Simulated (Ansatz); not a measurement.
Diatomic ZnIn, multiplicity 2 (lowest of 2S+1 = 2, 4 at PBE0/def2-TZVPP; our sources give no spin for the ground state, which may be another). No spin–orbit coupling. Zn is treated without relativity.

The constants come from a fifth-degree fit in 1/R (seven points, main isotopes). In def2 and cc sets the state is the lowest found near the PBE0 minimum, followed along R.

The values were computed with Ansatz (a quantum-chemistry and plane-wave program) with Gaussian orbitals. Each number belongs to the level named beside it. In def2 rows elements past Kr take small-core potentials, without spin–orbit coupling.

Q: What bond length and harmonic frequency does PBE/def2-TZVPP give?

A: r_e = 2.838 Å, ω_e = 112 cm⁻¹.

Q: What bond length and harmonic frequency does BHLYP/def2-TZVPP give?

A: r_e = 3.013 Å, ω_e = 77 cm⁻¹.

Q: What bond length and harmonic frequency does wB97M-V/def2-TZVPP give?

A: r_e = 2.970 Å, ω_e = 82 cm⁻¹.
